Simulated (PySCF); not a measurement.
Sn(F)4 cation (F4Sn), SMILES [F][Sn]([F])([F])[F] (connectivity only; charge and spin as stated), charge +1, multiplicity 2.

Coordinates come from a PBE0-D3(BJ)/def2-SVP optimisation. The multiplicity is an assumed one; other spin states were not compared. The isomer is the one that the SMILES or the coordinates give; other isomers of the formula were not compared. The def2 effective core potentials stand for the cores of Sn; spin–orbit coupling is left out.

Two levels are set side by side: PBE/def2-TZVP (PySCF) and CAM-B3LYP/def2-TZVP (PySCF). Same geometry, gas phase. Differences are taken from unrounded values.

```tsv
quantity	CAM-B3LYP
α-spin orbital gap (eV)	10.08
β-spin orbital gap (eV)	7.41
mean polarisability (bohr³)	35.4
```

What does PBE give, and how far is it from CAM-B3LYP? (The exact figures need the calculation; the answer reports its results.)


```tsv
quantity	PBE	PBE minus CAM-B3LYP
α-spin orbital gap (eV)	4.43	-5.65
β-spin orbital gap (eV)	1.20	-6.21
mean polarisability (bohr³)	34.8	-0.6
```

Rough cost on one machine, each run with all the roots and properties that it gave: CAM-B3LYP against PBE within a factor of 2.
